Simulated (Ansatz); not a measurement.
`CC(S)N[SiH3]` + H₂O → `CC(O)S` + `N[SiH3]`  (formal hydrolysis of a C–N bond)

Gas-phase electronic energies from Ansatz, PBE0-D4/def2-TZVP geometries. CCSD(T)/CBS adds triple-zeta CCSD(T) − MP2 to the extrapolated MP2 energy (def2 sets, frozen cores). This one scheme is used for every species. Functionals use def2-TZVPP. B3LYP here is the variant with VWN-RPA as its local correlation; programs differ in this. Each species was taken in one conformer, which may not be the lowest.

`CC(S)N[SiH3]`:

Z-matrix (Å, degrees):
```
C
C 1 1.516
H 1 1.094 2 110.4
H 1 1.091 2 111.2 3 -120.1
H 1 1.091 2 109.4 3 119.2
S 2 1.852 1 106.2 3 64.0
N 2 1.431 1 111.9 3 -61.7
H 2 1.093 1 109.4 3 178.5
H 6 1.343 2 96.2 1 179.5
Si 7 1.724 2 123.1 1 -154.6
H 7 1.011 2 112.6 1 54.6
H 10 1.495 7 114.7 2 -65.3
H 10 1.484 7 107.3 2 174.2
H 10 1.486 7 108.1 2 54.1
```

H₂O:

```xyz
3

O     0.229   -0.082   -0.304
H    -0.091   -0.689    0.367
H    -0.139    0.771   -0.063
```

`CC(O)S`:

```xyz
10

C     0.467    0.869    0.179
C    -0.231   -0.310   -0.466
O    -1.491   -0.556    0.116
S     0.742   -1.828   -0.397
H     1.437    1.049   -0.285
H    -0.139    1.776    0.069
H     0.614    0.683    1.245
H    -0.333   -0.135   -1.547
H    -1.970    0.279    0.150
H     0.904   -1.827    0.937
```

`N[SiH3]`:

Z-matrix (Å, degrees):
```
Si
N 1 1.720
H 1 1.486 2 107.9
H 1 1.494 2 116.0 3 -120.3
H 1 1.486 2 107.9 3 119.4
H 2 1.007 1 119.6 3 -168.6
H 2 1.007 1 119.6 3 49.2
```

CCSD(T)/CBS gives +6.3 kcal/mol.

Task: Another level gave +4.5 kcal/mol. Which?
A. ωB97M-V/def2-TZVPP
B. B3LYP-D4/def2-TZVPP
C. B3LYP/def2-TZVPP
D. HF/def2-TZVPP

Result: A. ωB97M-V 4.5, B3LYP-D4 5.6, HF/def2-TZVPP 1.6, B3LYP 2.7 kcal/mol.

Largest T1 diagnostic among the species: 0.011.

The D4 term adds +2.9 kcal/mol with B3LYP and +1.7 kcal/mol with PBE0; it sums over pairs of atoms, weighted by their polarisabilities, and B3LYP, whose exchange is more repulsive, gets the larger term. In def2-TZVPP, CCSD(T) changes the Hartree–Fock value by +4.1 kcal/mol (the triples alone add +0.6 kcal/mol) and MP2 by +5.4 kcal/mol.
